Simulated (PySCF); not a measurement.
1,1-dichloro-1-fluoropropane (C3H5Cl2F), SMILES CCC(F)(Cl)Cl. Geometry optimised at PBE-D3(BJ)/def2-SVP. One conformer was computed; it need not be the lowest.

Calculation: PySCF with PBE-D3(BJ)/def2-SVP.

Harmonic wavenumbers (cm⁻¹): 116, 196, 220, 249, 328, 368, 384, 430, 587, 752, 800, 923, 975, 1067, 1091, 1157, 1249, 1307, 1344, 1395, 1413, 1434, 2989, 2999, 3060, 3084, 3087. Rotational constants (GHz): 2.661, 1.870, 1.455; symmetry number 1.

Question: Work out the zero-point energy and the ideal-gas rigid-rotor harmonic-oscillator thermochemistry at 298.15 K and 1 atm.

Answer: ZPE = ½ Σ hcν = ½ × 33004 cm⁻¹ = 47.18 kcal/mol. H − E(el) = 52.18 kcal/mol. Entropy in cal/(mol K): translation 40.52, rotation 28.19, vibration 14.76, total 83.47. G − E(el) = 27.29 kcal/mol. Cp = 26.27 cal/(mol K). Modes under 150 cm⁻¹ make the vibrational entropy uncertain.
